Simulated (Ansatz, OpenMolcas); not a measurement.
How methods differ on Si2H4F2 (SMILES F[SiH2][SiH2]F)

Si2H4F2 has 8 atoms, charge 0, and is taken as a singlet. As SMILES, `F[SiH2][SiH2]F`. The coordinates come from a PBE0-D4/def2-TZVP relaxation. This is one conformer, not always the lowest.

Each level gives the vertical energy of the triplet above the singlet (eV). The values are calculated.

```
                                level                    kind     program  value (eV)  less CCSD(T)/6-31G*  CPU time (all runs)
     PBE/6-31G* (spherical functions)                     GGA  OpenMolcas        5.16                -0.91                 72 s
   M06-L/6-31G* (spherical functions)                meta-GGA  OpenMolcas        5.78                -0.29                 69 s
  r2SCAN/6-31G* (spherical functions)                meta-GGA      Ansatz        5.46                -0.61                 48 s
 wB97M-V/6-31G* (spherical functions)  range-separated hybrid      Ansatz        5.92                -0.15              3.7 min
RPA@PBE0/6-31G* (spherical functions)                     RPA      Ansatz        5.98                -0.09                 35 s
     MP2/6-31G* (spherical functions)     perturbation theory      Ansatz        6.15                +0.08                  7 s
 CCSD(T)/6-31G* (spherical functions)   coupled cluster or CI      Ansatz        6.07                 0.00                 55 s
    CCSD/6-31G* (spherical functions)   coupled cluster or CI      Ansatz        6.13                +0.06                 43 s
```

CCSD(T)/6-31G* (spherical functions) is the highest level here, not the true value. The values span 5.16 to 6.15 eV. A triplet this far above the singlet is often a Rydberg-like or dissociative state; sets without diffuse functions put Rydberg states too high. CPU times are rough (shared hosts, several kinds of processor and program).
